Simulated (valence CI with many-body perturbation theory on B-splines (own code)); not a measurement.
E1 transitions of Cu15+

Level of theory: valence CI with perturbative core correlation (CI+MBPT): four valence electrons over a frozen Dirac-Fock core [Ne], a basis of 11 s, 11 p, 10 d, 8 f, 5 g, 2 h functions for each j, with the one-electron correlation potential Σ1, the two-electron term Σ2, the three-electron term Σ3, Breit, model QED; selected CI, second order for the rest, scaled by the run's own slope (own B-spline code, finite nucleus).

No measured spectrum was set against this ion. As an estimate, levels of excited configurations hold to 0.05 to 0.15 % of their energy, terms of the ground configuration to about 0.5 %. Among the levels kept, up to 830 cm⁻¹ of a level comes from second order outside the variational space, and about a tenth of that is noise between levels of different J, which matters for small intervals.

Lines 51 to 100 of 563 in falling wavelength, among levels below 182.54 eV, chosen from the strongest by gf and those to the six lowest levels. Wavelengths and rates use the calculated energies, so an error of 200 cm⁻¹ moves a line at 27.44 nm by 0.055 % and its rate by three times that or more. Electric multipoles are in the length gauge, E1 and E2 with the static RPA response of the core. Weak lines are less certain than strong ones. Lines between different terms over intervals too small for the method are left out, as are lines whose strength nearly cancels. Where a level lies close to another of its J and parity, the split of strength between their lines is uncertain. The highest levels of a list are the least certain.

Names give the largest LS component (configuration and term), which can be under half, so a name can repeat, a term be missing and a line seem to break the LS rules; names also repeat where a configuration has a term twice. Letters in brackets count levels of one name in rising energy.

```tsv
λ vac (nm)	Upper	Lower	A (s⁻¹)	log gf	Branch %
27.44	3p3 3d 5D°_1	3s 3p2 3d 5P_1	4.49e+09	-0.82	9.6
27.32	3s 3p2 3d 1D_2 [b]	3s2 3p 3d 1P°_1	2.82e+09	-0.80	4.2
27.18	3p3 3d 3F°_3 [a]	3s 3p2 3d 3F_4 [a]	1.65e+09	-0.89	8.8
27.17	3p3 3d 3F°_4 [b]	3s 3p2 3d 3F_4 [b]	2.79e+09	-0.56	10.0
27.02	3p3 3d 3D°_2 [b]	3s 3p2 3d 3F_3 [b]	2.63e+09	-0.84	5.2
27.01	3p3 3d 5D°_2	3s 3p2 3d 5P_2	4.04e+09	-0.66	9.3
26.94	3p3 3d 3F°_4 [a]	3s 3p2 3d 5P_3	2.19e+09	-0.67	9.0
26.94	3p3 3d 1D°_2 [b]	3s 3p2 3d 1D_2 [a]	2.08e+09	-0.95	2.5
26.78	3s 3p2 3d 3D_3 [b]	3s2 3p 3d 1D°_2	1.69e+09	-0.89	5.0
26.65	3s 3p2 3d 3G_5	3s2 3p 3d 3F°_4	8.84e+09	0.02	100.0
26.63	3p3 3d 3F°_2 [a]	3s 3p2 3d 3F_3 [a]	2.58e+09	-0.86	20.7
26.62	3p4 3P_2	3s 3p3 3D°_3	6.62e+09	-0.45	58.0
26.62	3p3 3d 5D°_3	3s 3p2 3d 5P_2	2.41e+09	-0.75	6.4
26.56	3p3 3d 3F°_3 [b]	3s 3p2 3d 3F_3 [b]	1.60e+09	-0.93	5.6
26.50	3p3 3d 3F°_4 [a]	3s 3p2 3d 3F_4 [a]	1.36e+09	-0.89	5.6
26.24	3p3 3d 3F°_3 [a]	3s 3p2 3d 3F_3 [a]	1.57e+09	-0.94	8.3
26.22	3p3 3d 5D°_3	3s 3p2 3d 5P_3	2.75e+09	-0.70	7.3
26.12	3s 3p3 3P°_1	3s2 3p2 3P_2	9.28e+08	-1.55	14.8
26.11	3p3 3d 5D°_4	3s 3p2 3d 5P_3	2.50e+09	-0.64	8.3
26.10	3s 3p3 1D°_2	3s2 3p2 1D_2	6.87e+09	-0.45	94.6
26.05	3p3 3d 3F°_2 [a]	3s 3p2 3d 3F_2 [a]	2.31e+09	-0.93	18.6
26.03	3s 3p3 3P°_2	3s2 3p2 3P_2	5.10e+09	-0.59	93.7
25.95	3s 3p2 3d 3F_3 [c]	3s2 3p 3d 3D°_2	2.81e+09	-0.70	4.0
25.88	3s 3p 3d2 3D°_3	3s 3p2 3d 3D_3 [d]	2.89e+09	-0.69	4.4
25.82	3p3 3d 3F°_2 [b]	3s 3p2 3d 3F_2 [b]	3.26e+09	-0.79	11.8
25.81	3s 3p3 3S°_1	3s2 3p2 1S_0	6.88e+08	-1.69	0.9
25.80	3p3 3d 5D°_3	3s 3p2 3d 3F_4 [a]	3.88e+09	-0.57	10.3
25.72	3s 3p2 3d 3G_4	3s2 3p 3d 3F°_3	9.75e+09	-0.06	93.9
25.69	3p3 3d 5D°_4	3s 3p2 3d 3F_4 [a]	4.19e+09	-0.43	13.9
25.59	3s 3p2 3d 3F_2 [c]	3s2 3p 3d 3P°_1	2.48e+09	-0.92	3.2
25.50	3p3 3d 3D°_2 [a]	3s 3p2 3d 3F_3 [a]	2.41e+09	-0.93	13.8
25.45	3p3 3d 3P°_2 [a]	3s 3p2 3d 3D_3 [a]	4.40e+09	-0.67	6.8
25.36	3p3 3d 3D°_3 [a]	3s 3p2 3d 3F_3 [a]	3.42e+09	-0.64	18.6
25.34	3p3 3d 1D°_2 [c]	3s 3p2 3d 1D_2 [a]	5.20e+09	-0.60	6.4
25.31	3s 3p3 3P°_0	3s2 3p2 3P_1	6.08e+09	-1.23	100.0
25.21	3s 3p2 3d 3G_3	3s2 3p 3d 3F°_2	9.90e+09	-0.18	82.1
25.19	3s 3p3 3P°_1	3s2 3p2 3P_1	3.45e+09	-1.01	55.2
25.10	3s 3p2 3d 3F_3 [c]	3s2 3p 3d 1D°_2	2.14e+09	-0.85	3.0
25.10	3s 3p3 3P°_2	3s2 3p2 3P_1	3.19e+08	-1.82	5.9
24.96	3p3 3d 3D°_2 [a]	3s 3p2 3d 3F_2 [a]	3.10e+09	-0.84	17.8
24.88	3p3 3d 3F°_4 [b]	3s 3p2 3d 1F_3 [a]	1.72e+09	-0.84	6.2
24.84	3s 3p2 3d 3F_4 [c]	3s2 3p 3d 3D°_3	1.31e+10	0.04	19.5
24.82	3p3 3d 3D°_1 [a]	3s 3p2 3d 3F_2 [a]	6.47e+09	-0.75	38.9
24.75	3p3 3d 3D°_1 [c]	3s 3p2 3d 3F_2 [c]	5.27e+09	-0.84	6.2
24.67	3p3 3d 3F°_3 [a]	3s 3p2 3d 5D_4	3.32e+09	-0.67	17.6
24.64	3p4 3P_1	3s 3p3 3D°_2	5.61e+09	-0.81	47.9
24.59	3p3 3d 3D°_3 [c]	3s 3p2 3d 3F_3 [c]	2.00e+09	-0.90	2.4
24.42	3p3 3d 1F°_3 [a]	3s 3p2 3d 3F_4 [b]	2.39e+09	-0.83	2.9
24.42	3p3 3d 3F°_2 [b]	3s 3p2 3d 3D_1 [a]	4.44e+09	-0.70	16.1
24.40	3p3 3d 3F°_3 [b]	3s 3p2 3d 3D_2 [a]	4.96e+09	-0.51	17.4
```
